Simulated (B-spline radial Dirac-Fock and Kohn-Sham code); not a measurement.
These are calculated numbers from a B-spline atomic structure program; the model is Dirac-Fock densities.

Question: This computed X-ray form factor belongs to an atom or ion in its tabulated ground configuration. Which?

| sin θ/λ (Å⁻¹) | f₀ |
| --- | --- |
| 0.05 | 5.999 |
| 0.08 | 5.998 |
| 0.31 | 5.966 |
| 0.48 | 5.920 |
| 1.81 | 5.001 |
| 2.25 | 4.563 |
| 2.8 | 3.998 |
| 4.35 | 2.642 |
| 5.41 | 2.050 |

Answer: Ba⁵⁰⁺, with 6 electrons in [He] 2s2 2p2. f₀ tends to the number of electrons as s goes to zero, which the first rows give only roughly, and the rate of fall reflects the nuclear charge, 56.
